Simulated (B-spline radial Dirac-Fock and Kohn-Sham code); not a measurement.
In the model described below, an M2 (3p1/2) vacancy in the Ag⁶⁺ ion in the configuration [Kr] 4d5, lives for 0.21 fs, which corresponds to a natural width of 3.13 eV. Out of 1000 such holes, about 0.45 decay by emitting a photon, 902 by a Coster-Kronig transition that moves the hole within the M shell, and the rest by ordinary Auger emission. The strongest X-ray line is M2-M4 at 233.1 eV, with 47 % of the radiative rate. The strongest electron group is M2-M4N3 near 44 eV, with 31 % of the non-radiative rate. The Coster-Kronig yields by final subshell (the deeper hole where both stay in the shell) are M4 0.581, M5 0.321. Independent-particle models tend to overestimate Coster-Kronig rates.

The computed values come from a B-spline atomic structure program: independent-particle rates on relativistic LDA orbitals of the hole state (multipoles up to L = 3, Coulomb Auger matrix elements, transition energies from Dirac-Fock).
